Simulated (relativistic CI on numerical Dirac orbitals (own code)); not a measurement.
## W⁵⁺ (5d) in a crystal field

Calculated by Dirac-Coulomb-Breit CI, orbitals from a KLI potential per configuration, model QED, valence Slater integrals scaled by 0.75, one configuration in a parametric crystal field (own radial code).

Field parameters in Wybourne normalisation: D3d B²₀ = −7Dσ, B⁴₀ = −14Dq − 21Dτ, B⁴₃ = −14√(10/7) Dq; D4h B²₀ = −7Ds, B⁴₀ = 21(Dq − Dt), B⁴₄ = 21√(5/14) Dq; Oh B⁴₀ = 21Dq, B⁴₄ = √(5/14) B⁴₀; Td as Oh with Dq negative (B⁴₀ = 21Dq, B⁴₄ = √(5/14) B⁴₀). The field is a parameter set, without covalency.

S is read from ⟨S²⟩ = S(S + 1).

Powder χT (cm³ K mol⁻¹) by Van Vleck's formula, with temperature-independent terms:

| Field | 2 K | 5 K | 10 K | 20 K | 50 K | 100 K | 200 K | 300 K |
| --- | --- | --- | --- | --- | --- | --- | --- | --- |
| D3d, 10Dq = 33450, Dσ = -620, Dτ = 390 cm⁻¹ | 0.0161 | 0.0177 | 0.0204 | 0.0247 | 0.0308 | 0.0365 | 0.0463 | 0.0559 |
| D3d, 10Dq = 39450, Dσ = 480, Dτ = -440 cm⁻¹ | 0.00673 | 0.00714 | 0.00781 | 0.00917 | 0.0132 | 0.0201 | 0.0342 | 0.0482 |
| D4h, 10Dq = 32850, Ds = -780, Dt = 560 cm⁻¹ | 0.0801 | 0.0803 | 0.0807 | 0.0815 | 0.0838 | 0.0877 | 0.0956 | 0.103 |
| Oh, 10Dq = 40150 cm⁻¹ | 0.0164 | 0.0167 | 0.0172 | 0.0182 | 0.0211 | 0.0261 | 0.036 | 0.0459 |
| Td, 10Dq = -14950 cm⁻¹ | 0.165 | 0.165 | 0.165 | 0.166 | 0.168 | 0.17 | 0.176 | 0.181 |

For D3d, 10Dq = 33450, Dσ = -620, Dτ = 390 cm⁻¹: what effective moment follows at 300 K?

μ_eff = √(8χT) = 0.67 μB. The ground level has S = 0.50; the spin-only moment for S = 1/2 is 1.73 μB. The difference comes from the orbital moment, spin-orbit mixing of terms and temperature-independent paramagnetism, all larger in this ionic model than in covalent complexes.
